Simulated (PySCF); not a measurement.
Ligand exchange on a metal centre used in film growth or etching (Hf F-OH). Gas-phase values, no solvent. One relaxed conformer stands for each flexible species; it need not be the lowest.

Calculation: B3LYP-D3(BJ)/def2-TZVP // BP86-D3(BJ)/def2-SVP (PySCF). All candidates: neutral, multiplicity 1. B3LYP has the VWN-RPA correlation part, as in Gaussian. 

```yaml
LUMO: -0.48 eV
HOMO: -8.58 eV
HOMO–LUMO gap: 8.10 eV
```

Question: Identify which member has these values.
A. [Hf(F)(OH)3]
B. [Hf(F)2(OH)2]
C. [Hf(F)3(OH)]
D. [Hf(F)4]

Answer: A, [Hf(F)(OH)3]. The others give [Hf(F)2(OH)2]: -0.74 eV, -9.25 eV, 8.51 eV; [Hf(F)3(OH)]: -1.01 eV, -9.93 eV, 8.92 eV; [Hf(F)4]: -1.35 eV, -11.85 eV, 10.50 eV
